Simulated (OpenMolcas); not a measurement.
**As II: thermal populations, worked from levels**

* Program: OpenMolcas 26.06
* Basis: ANO-RCC-VTZP [6s5p3d1f]
* Scalar Hamiltonian: DKH2, point nucleus
* Active space: 4 electrons in 8 orbitals (4s 4p 5s 5p)
* State averaging: 2S+1 = 3 even, 3 roots; 2S+1 = 1 even, 9 roots; 2S+1 = 5 odd, 1 root; 2S+1 = 3 odd, 9 roots; 2S+1 = 1 odd, 8 roots
* Spin-orbit coupling: RASSI with atomic mean-field integrals over the reference wave functions, term energies averaged over their components

Methods: CASSCF; SS-CASPT2, IPEA 0.25 Eh, imaginary shift 0.1 Eh (closed shells correlated: 3d). Measured levels: NIST Handbook of Basic Atomic Spectroscopic Data.

**Thermal populations.** Z = Σ (2J + 1) exp(-E/kT) with k = 0.695035 cm-1/K, over the levels below. No other level of either list lies under 71000 cm-1, which is above 7 kT at each temperature.

| Level | 2J + 1 | SS-CASPT2 | measured |
| --- | --- | --- | --- |
| 4s² 4p² ³P₀ | 1 | 0.0 | 0.0 |
| 4s² 4p² ³P₁ | 3 | 897 | 1063 |
| 4s² 4p² ³P₂ | 5 | 2190 | 2541 |
| 4s² 4p² ¹D₂ | 5 | 10300 | 10096 |
| 4s² 4p² ¹S₀ | 1 | 22080 | 22599 |
| 4s 4p³ ⁵S°₂ | 5 | 49960 | 54817 |

```csv
T (K),"Z, SS-CASPT2","Z, measured levels","Ground level (%), SS-CASPT2","Ground level (%), measured levels"
5000,6.240,5.891,16.0,17.0
8000,7.729,7.475,12.9,13.4
12000,9.077,8.892,11.0,11.2
```

At 12000 K, kT = 8340 cm-1, and the computed levels give Z = 1.000 + 2.694 + 3.845 + 1.454 + 0.071 + 0.013 = 9.077.

CASPT2 breaks the degeneracy within a term, and the mean is taken; among the terms shown or strongly mixed into the levels shown the widest spread is 32 cm-1 (4s² 4p² ¹D, SS-CASPT2). Over all roots computed the reference weight is 0.84 to 0.98 in SS-CASPT2; the roots of lowest weight are the least certain, and an intruder state may touch them. The run also gave levels led by 4s² 4p 5p, 4s² 4p 5s, which use shells meant for correlation; these and all levels above them are left out. Terms of s pⁿ other than that of highest spin mix with s² pⁿ⁻² d, which this space lacks; all of them can be thousands of cm-1 off, and some have no real level of that name. Without dynamic correlation excited terms often stand tens of per cent too high (terms of higher spin than the ground term too low), and those without a measured partner can miss by more than the paired ones (holds for CASSCF). Measured partners are found by configuration, term and J. A level has none where our copy of the source lacks it or the pairing is in doubt (some pairs that miss far off the trend of their configuration count as doubtful), and it then counts in no deviation. Only configurations of the active space appear.

° marks odd parity.
